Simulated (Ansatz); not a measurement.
Reaction (atomization): `C[Si](C)(C)[Al]([F])[F]` → Al• + 3 C• + 2 F• + 9 H• + Si•

Calculated with Ansatz (gas phase, PBE0-D4/def2-TZVP geometries, no zero-point term in ΔE). CCSD(T)/CBS is the MP2 limit (def2-TZVPP, def2-QZVPP) plus CCSD(T) − MP2 in def2-TZVPP, frozen cores. This one scheme is used for every species, atoms too. Functionals use def2-TZVPP. HSE06 is defined as in plane-wave codes. No spin–orbit coupling; open shells (•) take unrestricted orbitals. Spin–orbit coupling would lower the free atoms: a little for Al, C, F, Si. Each species was taken in one conformer, which may not be the lowest.

```tsv
level	ΔE (kcal/mol)	difference from CCSD(T)/CBS
PBE-D4	1497.3	12.0
BLYP-D4	1471.3	-14.0
r2SCANh-D4	1478.9	-6.4
r2SCAN0-D4	1468.4	-16.9
HSE06-D4	1479.7	-5.6
B2PLYP	1465.9	-19.4
PBE-QIDH	1474.2	-11.1
r2SCANh	1476.5	-8.8
HSE06	1472.8	-12.5
CAM-B3LYP	1479.1	-6.2
LC-ωPBE	1479.5	-5.8
CCSD(T)/def2-TZVPP	1449.7	-35.6
HF/def2-QZVPP	1132.9	-352.4
MP2/def2-QZVPP	1494.1	8.8
MP2/CBS(def2)	1508.3	23.0
CCSD/CBS(def2)	1467.8	-17.5
CCSD(T)/CBS	1485.3	0
```

Largest T1 diagnostic among the species: 0.018.

The D4 term adds +13.7 kcal/mol with B3LYP and +7.4 kcal/mol with PBE0; it sums over pairs of atoms, weighted by their polarisabilities, and B3LYP, whose exchange is more repulsive, gets the larger term. From BLYP to BHLYP (50 % exact exchange), in def2-TZVPP and without D4, ΔE moves by −18.1 kcal/mol: exact exchange takes away binding that semilocal exchange gives to molecules. Leaving LDA and LC-ωPBE aside and taking each functional with its dispersion term where it has one, the values, not all of them listed here, spread over 51.1 kcal/mol, from BHLYP-D4 to PBE-D4. LDA lies +174.3 kcal/mol from PBE without D4, its usual overbinding.

B3LYP here is the variant with VWN-RPA as its local correlation; programs differ in this.

For atomizations the MP2-based limit and the directly extrapolated one differ by several kJ/mol either way, and by 10 to 25 for some Ge, Se and Sn compounds, so smaller differences from it don't rank the levels.
